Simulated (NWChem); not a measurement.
System: BHBrF; SMILES FBBr

Parts of the log:

```
             Northwest Computational Chemistry Package (NWChem) 7.3.0
             --------------------------------------------------------

 CS  symmetry detected

                             Geometry "geometry" -> ""
                             -------------------------

 Output coordinates in angstroms (scale by  1.889725989 to convert to a.u.)

  No.       Tag          Charge          X              Y              Z
 ---- ---------------- ---------- -------------- -------------- --------------
    1 B                    5.0000    -0.56812411    -1.07938574     0.00000000
    2 H                    1.0000    -1.74610875    -1.31982746     0.00000000
    3 F                    9.0000     0.30693446    -2.05420411     0.00000000
    4 Br                  35.0000     0.05212340     0.72013123     0.00000000

 Effective nuclear repulsion energy (a.u.)     137.8581910538

      Symmetry information
      --------------------

 Group name             Cs
 Group number              2
 Group order               2
 No. of unique centers     4

  perdew91 is a nonlocal functional; adding pw91lda local functional.

                                 NWChem DFT Module
                                 -----------------

 Summary of "ao basis" -> "ao basis" (spherical)
 ------------------------------------------------------------------------------
       Tag                 Description            Shells   Functions and Types
 ---------------- ------------------------------  ------  ---------------------
 B                          def2-svp                 6       14   3s2p1d
 H                          def2-svp                 3        5   2s1p
 F                          def2-svp                 6       14   3s2p1d
 Br                         def2-svp                12       32   5s4p3d

      Symmetry analysis of basis
      --------------------------

        a'         46
        a"         19

            General Information
            -------------------
          SCF calculation type: DFT
          Wavefunction type:  closed shell.
          No. of atoms     :     4
          No. of electrons :    50
           Alpha electrons :    25
            Beta electrons :    25
          Charge           :     0
          Spin multiplicity:     1
          Use of symmetry is: on ; symmetry adaption is: on
          Maximum number of iterations: 150
          AO basis - number of functions:    65
                     number of shells:    27
          Convergence on energy requested:  1.00D-06
          Convergence on density requested:  1.00D-05
          Convergence on gradient requested:  5.00D-04

              XC Information
              --------------
                 Perdew 1991   Exchange Functional  1.000
                Perdew 1991 Correlation Functional  1.000 non-local
            Perdew 1991 LDA Correlation Functional  1.000 local

             Grid Information
             ----------------
          Grid used for XC integration:  medium
          Radial quadrature: Mura-Knowles
          Angular quadrature: Lebedev.
          Tag              B.-S. Rad. Rad. Pts. Rad. Cut. Ang. Pts.
          ---              ---------- --------- --------- ---------
          B                   0.85       49           7.0       434
          H                   0.35       45           8.0       434
          F                   0.50       49           8.0       434
          Br                  1.15      112           8.0       590
          Grid pruning is: on
          Number of quadrature shells:   255
          Spatial weights used:  Erf1

      Superposition of Atomic Density Guess
      -------------------------------------

 Sum of atomic energies:       -2696.38159356

      Non-variational initial energy
      ------------------------------

 Total energy =   -2697.106390
 1-e energy   =   -4028.069255
 2-e energy   =    1193.104674
 HOMO         =      -0.386332
 LUMO         =       0.032687

      Symmetry analysis of molecular orbitals - initial
      -------------------------------------------------

  Numbering of irreducible representations:

     1 a'          2 a"

  Orbital symmetries:

     1 a'          2 a'          3 a'          4 a'          5 a"
     6 a'          7 a'          8 a'          9 a'         10 a'
    11 a"         12 a'         13 a'         14 a"         15 a'
    16 a"         17 a'         18 a'         19 a'         20 a'
    21 a"         22 a'         23 a'         24 a"         25 a'
    26 a"         27 a'         28 a'         29 a'         30 a'
    31 a'         32 a"         33 a'         34 a'         35 a"

     ---------------------------------------------
      Total Density - Mulliken Population Analysis
     ---------------------------------------------

    Atom       Charge   Shell Charges
 -----------   ------   -------------------------------------------------------
    1 B    5     4.30   1.99  0.81  0.19  0.98  0.21  0.12
    2 H    1     1.07   0.71  0.35  0.01
    3 F    9     9.34   1.99  1.15  0.72  3.50  1.97  0.00
    4 Br  35    35.29   2.00  2.00  2.00  1.36  0.57  6.00  5.99  2.39  2.98  8.23  1.73  0.06

   convergence    iter        energy       DeltaE   RMS-Dens  Diis-err
 ---------------- ----- ----------------- --------- --------- ---------
 d= 0,ls=0.0,diis     1  -2699.1464879835 -2.84D+03  2.21D-02  6.43D-01
 d= 0,ls=0.0,diis     2  -2698.9932956105  1.53D-01  1.37D-02  2.30D+00
 d= 0,ls=0.0,diis     3  -2699.2204926998 -2.27D-01  2.89D-03  4.74D-02
 d= 0,ls=0.0,diis     4  -2699.2220822732 -1.59D-03  2.01D-03  1.68D-02
 d= 0,ls=0.0,diis     5  -2699.2238685716 -1.79D-03  6.27D-04  1.42D-03
  Resetting Diis
 d= 0,ls=0.0,diis     6  -2699.2241179167 -2.49D-04  5.22D-05  1.42D-05
 d= 0,ls=0.0,diis     7  -2699.2241193231 -1.41D-06  1.98D-05  4.74D-07
 d= 0,ls=0.0,diis     8  -2699.2241192212  1.02D-07  1.32D-05  1.39D-06
 d= 0,ls=0.0,diis     9  -2699.2241193723 -1.51D-07  1.93D-06  5.08D-08

         Total DFT energy =    -2699.224119372336
      One electron energy =    -4028.955587212111
           Coulomb energy =     1298.199591368056
    Exchange-Corr. energy =     -106.326314582071
 Nuclear repulsion energy =      137.858191053792

 Numeric. integr. density =       49.999998126592

                  Occupations of the irreducible representations
                  ----------------------------------------------

                     irrep           alpha         beta
                     --------     --------     --------
                     a'               19.0         19.0
                     a"                6.0          6.0

                       DFT Final Molecular Orbital Analysis
                       ------------------------------------

 Vector   23  Occ=2.000000D+00  E=-3.139472D-01  Symmetry=a'
              MO Center= -4.2D-01, -7.6D-01, -1.0D-15, r^2= 2.9D+00
   Bfn.  Coefficient  Atom+Function         Bfn.  Coefficient  Atom+Function
  ----- ------------  ---------------      ----- ------------  ---------------
    46      0.342283  4 Br py                49      0.342506  4 Br py
    23     -0.295307  3 F  px                15      0.277283  2 H  s
    24     -0.259093  3 F  py                 4      0.240219  1 B  px
    16      0.232366  2 H  s                 43     -0.225227  4 Br py
    26      0.194023  3 F  px                27      0.177730  3 F  py

 Vector   24  Occ=2.000000D+00  E=-2.894065D-01  Symmetry=a"
              MO Center=  1.2D-02,  4.8D-01, -9.1D-13, r^2= 1.8D+00
   Bfn.  Coefficient  Atom+Function         Bfn.  Coefficient  Atom+Function
  ----- ------------  ---------------      ----- ------------  ---------------
    50      0.555536  4 Br pz                47      0.516829  4 Br pz
    44     -0.341961  4 Br pz                25      0.150974  3 F  pz
     6     -0.131868  1 B  pz                28     -0.110774  3 F  pz
    41      0.111213  4 Br pz                 9      0.061810  1 B  pz
    11      0.029731  1 B  d -1              62     -0.026883  4 Br d -1

 Vector   25  Occ=2.000000D+00  E=-2.691438D-01  Symmetry=a'
              MO Center= -4.0D-02,  5.2D-01, -1.3D-15, r^2= 1.9D+00
   Bfn.  Coefficient  Atom+Function         Bfn.  Coefficient  Atom+Function
  ----- ------------  ---------------      ----- ------------  ---------------
    48      0.552217  4 Br px                45      0.515945  4 Br px
    42     -0.339347  4 Br px                49     -0.147704  4 Br py
    15      0.127842  2 H  s                 46     -0.128240  4 Br py
    16      0.121955  2 H  s                 39      0.110291  4 Br px
    43      0.085346  4 Br py                 4      0.073387  1 B  px

 Vector   26  Occ=0.000000D+00  E=-7.807732D-02  Symmetry=a"
              MO Center= -4.7D-01, -9.0D-01, -7.7D-15, r^2= 2.3D+00
   Bfn.  Coefficient  Atom+Function         Bfn.  Coefficient  Atom+Function
  ----- ------------  ---------------      ----- ------------  ---------------
     6      0.623715  1 B  pz                 9     -0.520596  1 B  pz
    50      0.330283  4 Br pz                25     -0.272504  3 F  pz
    28      0.246305  3 F  pz                47      0.201165  4 Br pz
    44     -0.131253  4 Br pz                62      0.084697  4 Br d -1
    41      0.042445  4 Br pz                52     -0.037593  4 Br d -1

 Vector   27  Occ=0.000000D+00  E= 4.026741D-02  Symmetry=a'
              MO Center= -3.6D-01, -2.9D-01, -3.3D-14, r^2= 3.4D+00
   Bfn.  Coefficient  Atom+Function         Bfn.  Coefficient  Atom+Function
  ----- ------------  ---------------      ----- ------------  ---------------
     3      1.611166  1 B  s                 16     -0.949551  2 H  s
    49      0.781081  4 Br py                38     -0.585563  4 Br s
     2      0.521167  1 B  s                 37     -0.406584  4 Br s
     5     -0.351834  1 B  py                 8      0.312568  1 B  py
    48      0.270092  4 Br px                22     -0.255565  3 F  s

 Vector   28  Occ=0.000000D+00  E= 7.723102D-02  Symmetry=a'
              MO Center= -3.3D-01, -1.5D+00,  1.2D-12, r^2= 3.7D+00
   Bfn.  Coefficient  Atom+Function         Bfn.  Coefficient  Atom+Function
  ----- ------------  ---------------      ----- ------------  ---------------
     8      0.946088  1 B  py                 3     -0.799007  1 B  s
    22      0.688326  3 F  s                  7     -0.432407  1 B  px
     2      0.426747  1 B  s                 38     -0.345726  4 Br s
     5     -0.341381  1 B  py                48      0.333412  4 Br px
    49      0.199187  4 Br py                21      0.164011  3 F  s

     ---------------------------------------------
      Total Density - Mulliken Population Analysis
     ---------------------------------------------

    Atom       Charge   Shell Charges
 -----------   ------   -------------------------------------------------------
    1 B    5     4.91   1.99  0.83  0.13  1.50  0.32  0.14
    2 H    1     1.02   0.73  0.27  0.01
    3 F    9     9.01   1.99  1.14  0.70  3.36  1.80  0.01
    4 Br  35    35.06   2.00  2.00  1.99  1.47  0.46  6.00  5.97  2.41  2.74  8.19  1.75  0.09

     -------------------------------------------
      Total Density - Lowdin Population Analysis
     -------------------------------------------

    Atom       Charge   Shell Charges
 -----------   ------   -------------------------------------------------------
    1 B    5     5.23   1.96  0.56  0.30  1.35  0.72  0.34
    2 H    1     1.04   0.64  0.36  0.04
    3 F    9     8.90   1.98  0.98  0.70  3.20  2.03  0.01
    4 Br  35    34.83   2.00  2.00  1.96  1.12  0.67  5.99  5.81  2.47  2.78  7.83  2.04  0.17

     Multipole analysis of the density
     ---------------------------------

     L   x y z        total         alpha         beta         nuclear
     -   - - -        -----         -----         ----         -------
     0   0 0 0     -0.000000    -25.000000    -25.000000     50.000000

     1   1 0 0     -0.177040     -0.088520     -0.088520     -0.000000
     1   0 1 0     -0.025077     -0.012539     -0.012539      0.000000
     1   0 0 1     -0.000000     -0.000000     -0.000000      0.000000

     2   2 0 0    -21.853071    -20.935674    -20.935674     20.018277
     2   1 1 0      0.895472     -1.355442     -1.355442      3.606356
     2   1 0 1     -0.000000     -0.000000     -0.000000      0.000000
     2   0 2 0    -21.858512   -124.660009   -124.660009    227.461505
     2   0 1 1     -0.000000     -0.000000     -0.000000      0.000000
     2   0 0 2    -20.985989    -10.492995    -10.492995      0.000000
```

Level: PW91/def2-SVP. The geometry was optimised at PBE0/def2-SVP.

Task: Write an input that gives this output.

Result: One answer among several that fit: the input that was run:
```
start job
memory heap 200 mb stack 900 mb global 1100 mb
geometry units angstroms noautoz
  B     -0.561116    -1.060208     0.000000
  H     -1.738446    -1.303835     0.000000
  F      0.316576    -2.032656     0.000000
  Br     0.054262     0.740980     0.000000
end
basis spherical
  * library def2-svp
end
dft
  xc xperdew91 perdew91
  iterations 150
  mulliken
end
task dft energy
```
